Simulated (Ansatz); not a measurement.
Spectroscopic constants of Ta2, closed-shell singlet (lowest of 2S+1 = 1, 3, 5, 7, 9, 11 at CCSD(T)/def2-TZVPP on PBE0 minima; our sources give no spin for the ground state, which may be another). No spin–orbit coupling.

The constants come from a fifth-degree fit in 1/R (seven points, main isotopes). In def2 and cc sets the state is the lowest found near the PBE0 minimum, followed along R. The singlet is held restricted.

The values were computed with Ansatz (an electronic-structure program) with Gaussian orbitals. Each number belongs to the level named beside it. In def2 rows elements past Kr take small-core potentials, without spin–orbit coupling.

### Question
What bond length and harmonic frequency does PBE/def2-TZVPP give?

### Answer
r_e = 2.150 Å, ω_e = 325 cm⁻¹.

### Question
What bond length and harmonic frequency does B97M-V/def2-TZVPP give?

### Answer
r_e = 2.140 Å, ω_e = 326 cm⁻¹.

### Question
What bond length and harmonic frequency does BHLYP/def2-TZVPP give?

### Answer
r_e = 2.106 Å, ω_e = 356 cm⁻¹.
